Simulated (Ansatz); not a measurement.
Frontier orbitals of `BO[SiH2]F`.

```xyz
8

B    -0.887    0.296   -1.257
O    -0.691   -0.241   -0.032
Si    0.592   -0.223    0.991
F     1.245   -1.672    0.979
H    -1.934    0.091   -1.799
H    -0.022    0.961   -1.763
H     1.609    0.746    0.529
H     0.088    0.041    2.351
```

Total charge 0; spin multiplicity 1. The geometry is a stationary point of PBE0-D4/def2-TZVP. It is one conformer, not always the lowest. Basis def2-TZVPP, Ansatz.

| functional | HOMO (eV) | LUMO (eV) | gap (eV) |
| --- | --- | --- | --- |
| PBE | -7.27 | -1.94 | 5.33 |
| BLYP | -7.21 | -1.80 | 5.41 |
| PBE0 | -8.75 | -0.90 | 7.85 |
| r2SCANh | -8.15 | -1.15 | 7.00 |
| BHLYP | -10.21 | 0.11 | 10.32 |
| LC-ωPBE | -11.58 | 1.42 | 13.00 |
| ωB97X-V | -11.24 | 1.31 | 12.55 |
| ωB97M-V | -11.11 | 1.01 | 12.12 |

Against PBE, PBE0 changes HOMO and LUMO by −1.48 and +1.04 eV, ωB97M-V by −3.85 and +2.95 eV. A gap of 5.33 eV thus becomes 12.13 eV for the same molecule, so an orbital gap means little without its functional. A positive LUMO is unbound and depends on the basis.

LC-ωPBE has ω = 0.4 bohr⁻¹.
